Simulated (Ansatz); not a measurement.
`OC(F)([SiH3])CF`, charge 0, multiplicity 1.

(1) Give a relaxed structure at PBE0-D4/def2-TZVP (the Gaussian-basis code of Ansatz). (An estimate is asked.)

## Answers

(1) Ansatz gave: 
```xyz
12

O     0.838   -1.025   -1.001
C     0.458    0.010   -0.180
F     1.462    0.992   -0.182
Si   -1.114    0.823   -0.928
C     0.298   -0.448    1.253
F     1.387   -1.227    1.607
H     1.512   -1.543   -0.539
H    -2.209   -0.178   -0.966
H    -0.774    1.293   -2.290
H    -1.508    1.961   -0.060
H    -0.600   -1.064    1.355
H     0.251    0.407    1.929
```
This is one stationary point; other conformers may exist.
